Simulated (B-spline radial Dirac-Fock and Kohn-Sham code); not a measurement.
## Pt⁶⁺ 3s: cross section and angular parameters

System: Pt⁶⁺, configuration [Xe] 4f14 5d4; threshold 3366.3 eV (orbital energy of the model). Level of theory: Dirac-Hartree-Slater photoionisation with a Latter tail; cross sections with all multipoles, angular parameters from the dipole term and its interference with E2; a radial finite-basis atomic code.

Input of the calculation (task.json; shells as n, l, electrons):

```json
{"items": [{
  "Z": 78,
  "q": 6,
  "cfg": [[1, 0, 2], [2, 0, 2], [2, 1, 6], [3, 0, 2], [3, 1, 6], [3, 2, 10], [4, 0, 2], [4, 1, 6], [4, 2, 10], [4, 3, 14], [5, 0, 2], [5, 1, 6], [5, 2, 4]],
  "A": 195,
  "rrms": 5.427,
  "do": "xps",
  "hv": [60, 61.2, 80, 100, 145.0, 150, 225.0, 253.0, 360.0, 457.0, 555.0, 587.0, 795.0, 1030.0, 1253.6, 1340.0, 1600.0, 2130.0, 2160.0, 2700.0, 4880.0, 7690.0, 8570.0, 8580.0, 8820.0, 9251.7, 12000, 13100.0, 13600.0, 15000]
}]}
```

Run with: `python xray2_run.py task.json out`

For linearly polarised light dσ/dΩ = σ/(4π) [1 + β P₂(cos θ) + (δ + γ cos²θ) sin θ cos φ], with θ from the polarisation vector and φ the angle between the beam and the projection of the electron momentum on the plane normal to the polarisation.

```csv
hν (eV),σ (kb),β,γ
4880,13.6,1.910,0.601
7690,6.47,1.929,0.015
8570,5.34,1.932,-0.067
8580,5.33,1.932,-0.067
8820,?,?,?
9251.7,4.65,1.934,-0.111
12000,2.88,1.939,-0.176
13100,2.44,1.940,-0.168
13600,2.27,1.941,-0.160
15000,1.88,1.942,-0.122
```

Problem. Give the values at 8820 eV.

Solution. σ = 5.07 kb, β = 1.933, γ = -0.085. For an s subshell δ is negligible.
